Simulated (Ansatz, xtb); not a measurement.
## Relative energy of two isomers of C5H3BrO2

We compare a, `O=C1C=C(Br)C(=O)C1`, a singlet, with b, `O=c1occcc1Br`, a singlet. Both are isolated molecules in the gas phase, relaxed with PBE-D3(BJ)/def2-SVP.

Energies in hartree; the thermal terms are from GFN2-xTB frequencies at re-optimised GFN2-xTB minima (ideal gas, soft modes damped towards free rotors, one conformer each, 298.15 K, 1 atm) and include the zero-point energy:

|  | a | b |
| --- | --- | --- |
| E, CCSD(T)/def2-SVP | −2913.926205 | −2913.924174 |
| E, MP2/def2-SVP | −2913.851418 | −2913.850247 |
| E, MP2/def2-TZVPP | −2914.838658 | −2914.838439 |
| zero-point energy | 0.066332 | 0.067488 |
| H(298 K) − E | 0.074609 | 0.075263 |
| G(298 K) − E | 0.032835 | 0.034966 |

Problem. Correct the CCSD(T) difference for the basis set by the MP2 change, then work out ΔE, ΔE₀, ΔH and ΔG for a → b in kcal/mol (1 Eh = 627.51 kcal/mol) and the equilibrium ratio [b]/[a].

Solution. 1. Differences b − a: CCSD(T) +0.002031, MP2 in the small set +0.001171, MP2 in the large set +0.000219 Eh.
2. ΔE = +0.002031 + (+0.000219 − (+0.001171)) = +0.001079 Eh = +0.68 kcal/mol.
3. ΔE₀ = ΔE + ΔZPE = +0.001079 + (+0.001156) Eh = +1.40 kcal/mol.
4. ΔH = ΔE + (+0.000654) Eh = +1.09 kcal/mol.
5. ΔG = ΔE + (+0.002131) Eh = +2.01 kcal/mol, so ΔS = (ΔH − ΔG)/T = −13.0 J/(mol K).
6. kT = 0.9442 mEh, so K = [b]/[a] = exp(−ΔG/kT) = exp(−3.40) ≈ 0.033.

Structure a is favoured at this temperature. An error of 1 kcal/mol in ΔG would change K by a factor of 5.4. Mirror images and further conformers aren't counted.

As drawn, b has 2 C–O, 1 C=C in place of 1 C=O, 2 C–C. Structure a has a 5-membered ring, b a 6-membered ring.

Other levels gave ΔE = −14.4 (GFN2-xTB); +3.7 (HF/STO-3G, GFN2-xTB geometries); −3.2 (r2SCAN-D4/def2-SVP, GFN2-xTB geometries); −3.8 (PBE-D3(BJ)/def2-SVP); +3.1 (HF/def2-SVP); +0.7 (MP2/def2-SVP); +1.3 (CCSD(T)/def2-SVP) kcal/mol. The correlated steps freeze 16 core orbitals; the filled d shell of Br is correlated, in a basis made for valence electrons. Programs: Ansatz 0.2.0, xtb 6.7.1.
